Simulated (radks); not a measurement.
Species: neutral fluorine. Configuration: [He] 2s2 2p5. All-electron calculation, scalar-relativistic Kohn-Sham, PBEsol, spin-unpolarised, spherical densities, point nucleus. Program: a radial shooting solver on a logarithmic mesh with Libxc functionals. Some entries of the table are withheld. Estimate them.

orbital,occ.,eigenvalue (eV),<1/r> (bohr^-1)
1s,2,(1),8.615
2s,2,-29.7206,1.457
2p,5,(2),1.271

Answer. 
(1) 1s eigenvalue (eV): -661.1633
(2) 2p eigenvalue (eV): -11.0519
